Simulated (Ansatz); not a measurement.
## CH3Br, singlet: energies of several shapes or isomers

Computed with Ansatz's Gaussian-basis code (development build). Basis def2-SVP, nonrelativistic, 15 orbitals frozen in the corrections; active space CAS(2,2). Restricted Hartree–Fock, then the lowest state-specific CASSCF solution met for each case. The basis is small, far from the limit. On stretched bonds single-reference methods can fail or change state. Solutions in different active orbitals can move differences by tenths of an eV and at times more than 1 eV.

Case A:

```xyz
5

C     0.0000    0.0000   -1.3903
Br    0.0000    0.0000    0.3848
H     0.0000   -0.9563   -1.7093
H    -0.8282    0.4782   -1.7093
H     0.8282    0.4782   -1.7093
```

Case B:

```xyz
5

C     0.0000    0.0000   -1.5112
Br    0.0000    0.0000    0.4183
H     0.0000   -1.0395   -1.8580
H    -0.9002    0.5197   -1.8580
H     0.9002    0.5197   -1.8580
```

Case C:

| atom | x (Å) | y (Å) | z (Å) |
| --- | --- | --- | --- |
| C | 0.0000 | 0.0000 | -1.6321 |
| Br | 0.0000 | 0.0000 | 0.4518 |
| H | 0.0000 | -1.1226 | -2.0066 |
| H | -0.9722 | 0.5613 | -2.0066 |
| H | 0.9722 | 0.5613 | -2.0066 |

Energy less that of case A, in eV:

| case | RHF/ROHF | CASSCF |
| --- | --- | --- |
| B | -0.722 | -0.815 |
| C | -0.076 | -0.279 |

Question: Give the SC-NEVPT2 energies against case A.

Answer: B: -0.842 eV (-19.4 kcal/mol); C: -0.340 eV (-7.8 kcal/mol).

Question: Which case is lowest, and do the methods agree?

Answer: B is lowest in SC-NEVPT2. Of the methods shown, RHF/ROHF, CASSCF agree.
